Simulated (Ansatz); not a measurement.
Harmonic frequencies (cm⁻¹) at PBE0-D4/def2-TZVP from Ansatz: 147, 496, 533, 597, 808, 854, 859, 1250, 1447, 1452, 2088, 2115, 3058, 3145, 3166.

(1) Which molecule is it?
A. `C[O][Ga][Br]`•
B. `[CH3][GeH2]`•
C. `C[O][Al][SH]`•
D. `[CH2][GeH3]`•

Answers

(1) B.
